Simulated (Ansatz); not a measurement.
Sn9H16⁻, a cluster cut from cubic tin. The state is a doublet with charge -1. Geometry PBE-D4/def2-SVP, that of the neutral singlet; atoms count from 1.

```
atom    x (Å)    y (Å)    z (Å)
 Sn1   0.0887   1.4906  -2.9318
 Sn2  -0.5860   2.8971   1.4472
 Sn3  -2.8477  -0.7489  -0.1964
 Sn4   1.0994  -2.7615  -1.4144
 Sn5   0.4272  -1.3564   2.9679
 Sn6  -1.7793   1.7766  -0.8441
 Sn7   2.1520  -0.2888  -2.2395
 Sn8   1.4224   1.2290   2.4903
 Sn9  -0.7728  -2.4486   0.6660
 H10   0.7391   3.0401  -3.3701
 H11  -0.7290   0.8709  -4.3333
 H12   0.0588   4.4675   1.0792
 H13  -1.8063   3.1205   2.6625
 H14  -3.6422  -1.4324  -1.5817
 H15  -4.0435  -0.5857   1.0529
 H16   0.3103  -3.5081  -2.7696
 H17   2.3742  -3.8309  -0.9165
 H18  -0.7635  -1.2678   4.2294
 H19   1.6939  -2.4006   3.5352
 H20  -3.0604   2.8303  -1.3796
 H21   3.2229  -0.5150  -3.5888
 H22   3.0859   0.3940  -0.9475
 H23   2.0561   1.9054   3.9601
 H24   2.7316   1.1347   1.3568
 H25  -1.4318  -4.0119   1.0659
```

In the def2 sets Sn takes a core potential; there is no spin–orbit coupling. Single mean-field runs in def2-TZVP are fitted with def2-universal-jkfit. The highest occupied level of the charge -1 doublet lies above zero (up to 0.38 eV). By energy differences its removal costs 0.71 eV (vertical, to the charge 0 singlet, at PBE0-D4/def2-TZVP); self-interaction error and the lack of diffuse functions both raise the level.

Problem. Estimate the Mulliken populations from the PBE0/def2-TZVP orbitals of Ansatz.

Solution. 
```csv
atom,charge (e),spin (α − β)
Sn1,0.02,0.07
Sn2,0.02,0.07
Sn3,0.00,0.10
Sn4,0.02,0.07
Sn5,0.02,0.07
Sn6,0.07,0.01
Sn7,0.06,0.03
Sn8,0.06,0.03
Sn9,0.07,0.02
H10,-0.08,0.02
H11,-0.08,0.01
H12,-0.08,0.02
H13,-0.08,0.01
H14,-0.09,0.03
H15,-0.09,0.03
H16,-0.08,0.01
H17,-0.08,0.02
H18,-0.08,0.01
H19,-0.08,0.02
H20,-0.11,0.10
H21,-0.10,0.06
H22,-0.06,0.00
H23,-0.10,0.06
H24,-0.06,0.00
H25,-0.11,0.11
```
Mulliken values and Mayer orders depend strongly on the basis.

Problem. Where does the spin sit?

Solution. Summed by element: Sn 0.49, H 0.51, of 1 unpaired in all. Largest on single atoms: H25 0.11, H20 0.10, Sn3 0.10.

Problem. And the Mayer bond orders between bonded heavy atoms (over 0.3)?

Solution. Sn1–Sn6 0.77 (2.82 Å); Sn1–Sn7 0.82 (2.81 Å); Sn2–Sn6 0.77 (2.82 Å); Sn2–Sn8 0.82 (2.81 Å); Sn3–Sn6 0.74 (2.82 Å); Sn3–Sn9 0.74 (2.82 Å); Sn4–Sn7 0.82 (2.81 Å); Sn4–Sn9 0.77 (2.82 Å); Sn5–Sn8 0.82 (2.81 Å); Sn5–Sn9 0.77 (2.82 Å).
